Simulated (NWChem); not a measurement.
The numbers come from NWChem runs, not from measurements. System: C2Cl3F, charge 0, spin multiplicity 1, at a geometry optimised with B3LYP/def2-SVP. The structure started from a generated list of species. Level: LDA (SVWN5)/def2-SVP.

Job file:

```
start mol
memory heap 200 mb stack 800 mb global 1000 mb
geometry units angstroms nocenter noautoz
  F      1.621582    -1.213368     0.000000
  C      0.865379    -0.127753     0.000000
  Cl     1.757611     1.339650     0.000000
  C     -0.478043    -0.210954     0.000000
  Cl    -1.499046     1.179981     0.000000
  Cl    -1.253756    -1.757716     0.000000
  symmetry group Cs
end
basis spherical
  * library def2-svp
end
dft
  xc slater vwn_5
  semidirect memsize 60000000 filesize 0
  iterations 100
end
task dft energy
```

Part of the output:

```
             Northwest Computational Chemistry Package (NWChem) 7.3.0
             --------------------------------------------------------

                                NWChem Input Module
                                -------------------

 Scaling coordinates for geometry "geometry" by  1.889725989
 (inverse scale =  0.529177249)

 Turning off AUTOSYM since
 SYMMETRY directive was detected!

                             Geometry "geometry" -> ""
                             -------------------------

 Output coordinates in angstroms (scale by  1.889725989 to convert to a.u.)

  No.       Tag          Charge          X              Y              Z
 ---- ---------------- ---------- -------------- -------------- --------------
    1 F                    9.0000     1.62158200    -1.21336800     0.00000000
    2 C                    6.0000     0.86537900    -0.12775300     0.00000000
    3 Cl                  17.0000     1.75761100     1.33965000     0.00000000
    4 C                    6.0000    -0.47804300    -0.21095400     0.00000000
    5 Cl                  17.0000    -1.49904600     1.17998100     0.00000000
    6 Cl                  17.0000    -1.25375600    -1.75771600     0.00000000

 Effective nuclear repulsion energy (a.u.)     416.0487258559

            Nuclear Dipole moment (a.u.)
            ----------------------------
        X                 Y               Z
 ---------------- ---------------- ----------------
     0.0000132281     0.0000018897     0.0000000000

      Symmetry information
      --------------------

 Group name             Cs
 Group number              2
 Group order               2
 No. of unique centers     6

      Symmetry unique atoms

     1    2    3    4    5    6


 Summary of "ao basis" -> "" (spherical)
 ------------------------------------------------------------------------------
       Tag                 Description            Shells   Functions and Types
 ---------------- ------------------------------  ------  ---------------------
 *                          def2-svp                  on all atoms

                                 NWChem DFT Module
                                 -----------------

 Summary of "ao basis" -> "ao basis" (spherical)
 ------------------------------------------------------------------------------
       Tag                 Description            Shells   Functions and Types
 ---------------- ------------------------------  ------  ---------------------
 F                          def2-svp                 6       14   3s2p1d
 C                          def2-svp                 6       14   3s2p1d
 Cl                         def2-svp                 8       18   4s3p1d

 Summary of "ao basis" -> "ao basis" (spherical)
 ------------------------------------------------------------------------------
       Tag                 Description            Shells   Functions and Types
 ---------------- ------------------------------  ------  ---------------------
 F                          def2-svp                 6       14   3s2p1d
 C                          def2-svp                 6       14   3s2p1d
 Cl                         def2-svp                 8       18   4s3p1d

      Symmetry analysis of basis
      --------------------------

        a'         69
        a"         27

            General Information
            -------------------
          SCF calculation type: DFT
          Wavefunction type:  closed shell.
          No. of atoms     :     6
[...]
 d= 0,ls=0.0,diis     5  -1550.2910949052 -2.27D-03  1.30D-03  1.89D-02     2.1
  Resetting Diis
 d= 0,ls=0.0,diis     6  -1550.2937252246 -2.63D-03  1.86D-04  2.28D-04     2.3
 d= 0,ls=0.0,diis     7  -1550.2937523650 -2.71D-05  6.61D-05  1.04D-05     2.5
 d= 0,ls=0.0,diis     8  -1550.2937507726  1.59D-06  4.20D-05  2.36D-05     2.6
 d= 0,ls=0.0,diis     9  -1550.2937534191 -2.65D-06  1.57D-05  1.61D-06     2.8
 d= 0,ls=0.0,diis    10  -1550.2937536157 -1.97D-07  3.94D-06  1.23D-07     2.9

         Total DFT energy =    -1550.293753615660
      One electron energy =    -2974.883491445053
           Coulomb energy =     1108.724730038218
    Exchange-Corr. energy =     -100.183718064691
 Nuclear repulsion energy =      416.048725855865

 Numeric. integr. density =       71.999999649507

     Total iterative time =      2.5s

                  Occupations of the irreducible representations
                  ----------------------------------------------

                     irrep           alpha         beta
                     --------     --------     --------
                     a'               28.0         28.0
                     a"                8.0          8.0

                       DFT Final Molecular Orbital Analysis
                       ------------------------------------

 Vector   34  Occ=2.000000D+00  E=-3.010186D-01  Symmetry=a"
              MO Center= -1.3D+00, -2.1D-01, -1.6D-15, r^2= 3.4D+00
   Bfn.  Coefficient  Atom+Function         Bfn.  Coefficient  Atom+Function
  ----- ------------  ---------------      ----- ------------  ---------------
    73      0.471028  5 Cl pz                91     -0.448698  6 Cl pz
    70      0.357737  5 Cl pz                88     -0.340924  6 Cl pz
    67      0.207475  5 Cl pz                85     -0.197849  6 Cl pz
    41     -0.064045  3 Cl pz                38     -0.055937  3 Cl pz
     6     -0.047712  1 F  pz                35     -0.031541  3 Cl pz

 Vector   35  Occ=2.000000D+00  E=-2.819700D-01  Symmetry=a'
              MO Center= -7.7D-01,  4.0D-02, -1.1D-15, r^2= 4.8D+00
   Bfn.  Coefficient  Atom+Function         Bfn.  Coefficient  Atom+Function
  ----- ------------  ---------------      ----- ------------  ---------------
    89      0.325799  6 Cl px                72     -0.322521  5 Cl py
    71     -0.293560  5 Cl px                86      0.253813  6 Cl px
    69     -0.250353  5 Cl py                90     -0.251169  6 Cl py
    68     -0.234060  5 Cl px                39     -0.230076  3 Cl px
    87     -0.194162  6 Cl py                36     -0.187812  3 Cl px

 Vector   36  Occ=2.000000D+00  E=-2.214890D-01  Symmetry=a"
              MO Center=  7.2D-03, -7.5D-02, -7.4D-16, r^2= 3.7D+00
   Bfn.  Coefficient  Atom+Function         Bfn.  Coefficient  Atom+Function
  ----- ------------  ---------------      ----- ------------  ---------------
    20      0.356666  2 C  pz                52      0.345741  4 C  pz
    91     -0.319248  6 Cl pz                73     -0.308100  5 Cl pz
    41     -0.292192  3 Cl pz                55      0.223230  4 C  pz
    88     -0.212807  6 Cl pz                 6      0.211510  1 F  pz
    70     -0.204064  5 Cl pz                38     -0.198917  3 Cl pz

 Vector   37  Occ=0.000000D+00  E=-5.573276D-02  Symmetry=a"
              MO Center=  2.1D-01, -1.1D-01,  7.2D-16, r^2= 2.6D+00
   Bfn.  Coefficient  Atom+Function         Bfn.  Coefficient  Atom+Function
  ----- ------------  ---------------      ----- ------------  ---------------
    55     -0.557703  4 C  pz                23      0.553359  2 C  pz
    20      0.516987  2 C  pz                52     -0.466601  4 C  pz
    41     -0.244116  3 Cl pz                73      0.234239  5 Cl pz
    91      0.229313  6 Cl pz                 6      0.201689  1 F  pz
     9     -0.187517  1 F  pz                38     -0.130061  3 Cl pz

 Vector   38  Occ=0.000000D+00  E=-4.118897D-02  Symmetry=a'
              MO Center=  1.6D-01, -1.0D-01, -4.5D-16, r^2= 3.9D+00
   Bfn.  Coefficient  Atom+Function         Bfn.  Coefficient  Atom+Function
  ----- ------------  ---------------      ----- ------------  ---------------
    54      0.538049  4 C  py                17      0.492670  2 C  s
    90      0.460710  6 Cl py                49     -0.433127  4 C  s
    82      0.406504  6 Cl s                 40      0.401703  3 Cl py
    51      0.398161  4 C  py                19      0.381884  2 C  py
    39      0.376726  3 Cl px                89      0.370830  6 Cl px

 Vector   39  Occ=0.000000D+00  E=-2.582217D-02  Symmetry=a'
              MO Center= -1.1D+00,  3.4D-02,  1.4D-16, r^2= 2.7D+00
   Bfn.  Coefficient  Atom+Function         Bfn.  Coefficient  Atom+Function
  ----- ------------  ---------------      ----- ------------  ---------------
    49      0.900795  4 C  s                 72      0.675733  5 Cl py
    90     -0.545083  6 Cl py                48      0.534586  4 C  s
    64     -0.532716  5 Cl s                 53     -0.510500  4 C  px
    50     -0.372297  4 C  px                71     -0.373500  5 Cl px
    82     -0.366944  6 Cl s                 69      0.252370  5 Cl py

 center of mass
 --------------
 x =   0.00836627 y =  -0.00604645 z =   0.00000000

 moments of inertia (a.u.)
 ------------------
         886.280519859634        -214.441921940193           0.000000000000
        -214.441921940193        1082.946640478247           0.000000000000
           0.000000000000           0.000000000000        1969.227160337880

     Multipole analysis of the density
     ---------------------------------

     L   x y z        total         alpha         beta         nuclear
     -   - - -        -----         -----         ----         -------
     0   0 0 0     -0.000000    -36.000000    -36.000000     72.000000

     1   1 0 0      0.001466      0.000726      0.000726      0.000013
     1   0 1 0      0.167331      0.083664      0.083664      0.000002
     1   0 0 1      0.000000      0.000000      0.000000      0.000000

     2   2 0 0    -38.625670   -281.732960   -281.732960    524.840250
     2   1 1 0      0.801927    -52.548638    -52.548638    105.899203
     2   1 0 1     -0.000000     -0.000000     -0.000000      0.000000
     2   0 2 0    -37.797219   -233.728838   -233.728838    429.660458
     2   0 1 1     -0.000000     -0.000000     -0.000000      0.000000
     2   0 0 2    -39.151090    -19.575545    -19.575545      0.000000

 Task  times  cpu:        2.9s     wall:        2.9s

 Total times  cpu:        3.0s     wall:        3.0s
```
